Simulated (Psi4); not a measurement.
Cl$_{4}$Ga (SMILES [Cl][Ga-]([Cl])([Cl])[Cl]), charge -1, singlet, at a GFN2-xTB geometry (such geometries of metal compounds can be far from the true shape) (a gas-phase anion, which may not be bound at this level); WB97X/STO-3G (Psi4).

Input for Psi4:
```
memory 2 GB

molecule mol {
-1 1
Ga    0.000000    0.000000   -0.000000
Cl    1.712787   -0.599084   -1.193301
Cl    0.655374    0.491900    2.011226
Cl   -0.937679    1.739129   -0.901498
Cl   -1.430483   -1.631945    0.083574
}

set {
  basis sto-3g
  reference rks
  scf_type pk
  puream true
  d_convergence 1e-8
  dft_radial_points 99
  dft_spherical_points 590
}

energy('wb97x')
print_variables()
```

The log (banner, timings and long lists left out):

```
   => Loading Basis Set <=

    Name: STO-3G
    Role: ORBITAL
    Keyword: BASIS

         ---------------------------------------------------------
                                   SCF
               by Justin Turney, Rob Parrish, Andy Simmonett
                          and Daniel G. A. Smith
                              RKS Reference
         ---------------------------------------------------------

  ==> Geometry <==

    Molecular point group: c1
    Full point group: C1

    Geometry (in Angstrom), charge = -1, multiplicity = 1:

       Center              X                  Y                   Z               Mass
    ------------   -----------------  -----------------  -----------------  -----------------
         GA           0.000000167475    -0.000000000000    -0.000000167475    68.925573500000
         CL           1.712787167475    -0.599084000000    -1.193301167475    34.968852682000
         CL           0.655374167475     0.491900000000     2.011225832525    34.968852682000
         CL          -0.937678832525     1.739129000000    -0.901498167475    34.968852682000
         CL          -1.430482832525    -1.631945000000     0.083573832525    34.968852682000

  Running in c1 symmetry.

  Rotational constants: A =      0.03833  B =      0.03833  C =      0.03833 [cm^-1]
  Rotational constants: A =   1149.06971  B =   1149.06965  C =   1149.06938 [MHz]
  Nuclear repulsion =  772.378163569102639

  Charge       = -1
  Multiplicity = 1
  Electrons    = 100
  Nalpha       = 50
  Nbeta        = 50

  ==> Algorithm <==

  SCF Algorithm Type is PK.
  DIIS enabled.
  MOM disabled.
  Fractional occupation disabled.
  Guess Type is SAD.
  Energy threshold   = 1.00e-06
  Density threshold  = 1.00e-08
  Integral threshold = 1.00e-12

  ==> Primary Basis <==

  Basis Set: STO-3G
    Blend: STO-3G
    Number of shells: 28
    Number of basis functions: 54
    Number of Cartesian functions: 55
    Spherical Harmonics?: true
    Max angular momentum: 2

  ==> DFT Potential <==

   => LibXC <=

    Version 7.1.2
    S. Lehtola, C. Steigemann, M. J. T. Oliveira, and M. A. L. Marques,  SoftwareX 7, 1–5 (2018) (10.1016/j.softx.2017.11.002)

   => Composite Functional: WB97X <=

    wB97X Hyb-GGA Exchange-Correlation Functional

    J.-D. Chai and M. Head-Gordon,  J. Chem. Phys. 128, 084106 (2008) (10.1063/1.2834918)

    Deriv               =              1
    GGA                 =           TRUE
    Meta                =          FALSE

[...]
   @RKS iter  12: -3723.33303275226353   -2.24507e-06   4.41014e-06 DIIS
   @RKS iter  13: -3723.33303279390248   -4.16389e-08   5.40229e-06 DIIS
   @RKS iter  14: -3723.33303285875490   -6.48524e-08   1.09949e-07 DIIS
   @RKS iter  15: -3723.33303285890361   -1.48702e-10   1.88657e-08 DIIS
   @RKS iter  16: -3723.33303285890906   -5.45697e-12   1.58810e-08 DIIS
   @RKS iter  17: -3723.33303285890270    6.36646e-12   1.71757e-09 DIIS
  Energy and wave function converged.

  ==> Post-Iterations <==

   Electrons on quadrature grid:
      Ntotal   =  100.0000004026 ; deviation = 4.026e-07

    Orbital Energies [Eh]
    ---------------------

    Doubly Occupied:

[...]
    Virtual:

[...]
      54A      0.476711

    Final Occupation by Irrep:
              A
    DOCC [    50 ]
    NA   [    50 ]
    NB   [    50 ]

  @RKS Final Energy: -3723.33303285890270

   => Energetics <=

    Nuclear Repulsion Energy =            772.3781635691026395
    One-Electron Energy =               -6746.2883316553634359
    Two-Electron Energy =                2396.7071246939212870
    DFT Exchange-Correlation Energy =    -146.1299894665635009
    Empirical Dispersion Energy =           0.0000000000000000
    VV10 Nonlocal Energy =                  0.0000000000000000
    Total Energy =                      -3723.3330328589026976

Computation Completed

Properties will be evaluated at   0.000000,   0.000000,   0.000000 [a0]

Properties computed using the SCF density matrix

 Multipole Moments:

 ------------------------------------------------------------------------------------
     Multipole            Electronic (a.u.)      Nuclear  (a.u.)        Total (a.u.)
 ------------------------------------------------------------------------------------

 L = 1.  Multiply by 2.5417464519 to convert [e a0] to [Debye]
 Dipole X            :          0.0000046           -0.0000008            0.0000038
 Dipole Y            :          0.0000110            0.0000000            0.0000110
 Dipole Z            :         -0.0000156            0.0000008           -0.0000148
 Magnitude           :                                                    0.0000188

 ------------------------------------------------------------------------------------

  Variable Map:
  ----------------------------------------------------------------------------
[...]
  Array Variable Map:
  ----------------------------------------------------------------------------
[...]
[...]
```
